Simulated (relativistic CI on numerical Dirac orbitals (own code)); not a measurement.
# Ru XXVI: computed level list

Method of calculation: Dirac-Coulomb-Breit CI, orbitals from a KLI potential per configuration, model QED, unscaled Slater integrals (own radial code, finite nucleus).

Configurations in the expansion (outside the closed core [Ne]): 3s²3p⁶3d, 3s²3p⁵3d², 3s3p⁶3d², 3s²3p⁶4s, 3s²3p⁶4p, 3s²3p⁶4d, 3s²3p⁶4f, 3s²3p⁵3d4s, 3s²3p⁵3d4p, 3s²3p⁵3d4d, 3s3p⁶3d4s, 3p⁶3d²4p, 3s²3p⁵3d4f, 3s3p⁶3d4p, 3s²3p⁶5s, 3s²3p⁶5p, 3s²3p⁶5d, 3s3p⁶3d4d, 3s²3p⁶5f, 3s²3p⁶5g, 3s3p⁶3d4f, 3p⁶3d³, 3p⁵3d⁴, 3p⁶3d²4s, 3p⁵3d³4s, 3p⁶3d²4d, 3p⁵3d³4d. Double excitations out of closed p, d and f shells are left out; levels of such configurations are missing from the list, as are those of other unlisted configurations, and high levels can miss mixing partners. These lack a partner that the ground configuration has and come out too high: 3s²3p⁵3d4p, 3s²3p⁵3d4f.

The lowest level is 3s²3p⁶3d ²D3/2, with 100 % of that term; Hund's rules for 3s²3p⁶3d give ²D with J = 3/2, in agreement.

```csv
No.,Configuration,Term,J,E (eV),%,Next component (%),Landé g
1,3s²3p⁶3d,²D,3/2,0.000,100,,0.796
2,3s²3p⁶3d,²D,5/2,5.867,100,,1.197
3,3s²3p⁵3d²,⁴D°,1/2,121.212,96,4 ²P°,0.033
4,3s²3p⁵3d²,⁴D°,3/2,122.397,79,12 ⁴F°,1.106
5,3s²3p⁵3d²,⁴D°,5/2,125.185,63,28 ⁴F°,1.241
6,3s²3p⁵3d²,⁴G°,7/2,128.331,35,32 ⁴F°,1.160
7,3s²3p⁵3d²,²F°,5/2,129.358,29,17 ²D°,1.071
8,3s²3p⁵3d²,⁴D°,7/2,130.156,49,19 ²F°,1.222
9,3s²3p⁵3d²,⁴G°,9/2,130.631,76,15 ⁴F°,1.187
10,3s²3p⁵3d²,⁴G°,11/2,132.551,93,7 ²H°,1.257
11,3s²3p⁵3d²,²D°,3/2,133.656,44,19 ²P°,0.910
12,3s²3p⁵3d²,⁴P°,5/2,133.812,60,20 ²F°,1.335
13,3s²3p⁵3d²,⁴P°,3/2,134.711,59,12 ⁴F°,1.474
14,3s²3p⁵3d²,²G°,7/2,136.722,47,25 ⁴F°,1.056
15,3s²3p⁵3d²,⁴P°,1/2,138.478,52,28 ²P°,1.848
16,3s²3p⁵3d²,⁴F°,9/2,139.606,65,32 ²G°,1.252
17,3s²3p⁵3d²,²D°,5/2,139.726,60,16 ²F°,1.158
18,3s²3p⁵3d²,²F°,7/2,141.390,57,29 ⁴D°,1.203
19,3s²3p⁵3d²,²H°,11/2,142.006,93,7 ⁴G°,1.100
20,3s²3p⁵3d²,⁴F°,3/2,142.585,28,27 ²P°,1.110
21,3s²3p⁵3d²,⁴D°,5/2,142.896,31,22 ²F°,1.141
22,3s²3p⁵3d²,²F°,7/2,144.788,56,29 ⁴D°,1.211
23,3s²3p⁵3d²,²P°,1/2,145.838,67,22 ⁴P°,1.217
24,3s²3p⁵3d²,⁴G°,5/2,148.641,47,33 ²F°,0.805
25,3s²3p⁵3d²,²G°,9/2,148.699,54,44 ²H°,1.020
26,3s²3p⁵3d²,²D°,3/2,149.455,49,28 ⁴D°,0.891
27,3s²3p⁵3d²,⁴D°,5/2,154.642,38,32 ⁴F°,1.119
28,3s²3p⁵3d²,²G°,7/2,155.784,39,36 ⁴D°,1.137
29,3s²3p⁵3d²,²D°,3/2,157.793,38,29 ²P°,1.237
30,3s²3p⁵3d²,⁴D°,1/2,158.223,61,21 ²P°,0.500
31,3s²3p⁵3d²,⁴G°,7/2,161.089,34,29 ²G°,1.060
32,3s²3p⁵3d²,²P°,3/2,163.587,45,26 ⁴S°,1.467
33,3s²3p⁵3d²,²F°,5/2,165.173,55,30 ²D°,1.004
34,3s²3p⁵3d²,²G°,9/2,166.032,54,16 ⁴G°,1.123
35,3s²3p⁵3d²,²D°,3/2,167.909,31,30 ²P°,1.154
36,3s²3p⁵3d²,²S°,1/2,168.883,55,23 ⁴P°,1.704
37,3s²3p⁵3d²,²G°,7/2,170.919,39,35 ²F°,1.104
38,3s²3p⁵3d²,²F°,5/2,171.509,69,17 ²D°,0.943
39,3s²3p⁵3d²,²P°,3/2,175.034,37,23 ⁴S°,1.399
40,3s²3p⁵3d²,²G°,9/2,175.268,51,40 ²H°,1.038
41,3s²3p⁵3d²,²F°,5/2,177.456,40,39 ²D°,1.081
42,3s²3p⁵3d²,²P°,1/2,186.358,80,13 ⁴D°,0.678
43,3s²3p⁵3d²,²F°,7/2,188.699,83,15 ²G°,1.104
44,3s²3p⁵3d²,²P°,1/2,193.776,100,,0.661
45,3s²3p⁵3d²,²D°,3/2,195.584,89,7 ²P°,0.829
```

Energies count from the lowest computed level; ° marks odd parity.

The mean weight of the leading LS term, summed over parents, in these 45 levels is 58 %, and that of the leading jj configuration (from the same eigenvectors) 68 %.

At this charge energies of transitions that change n are usually good to better than 1 %, and those within a shell (Δn = 0) to a few per cent.

LS names give the leading component of a level, which can be under half, so a name can repeat, a term be missing and a line seem to break the LS rules.
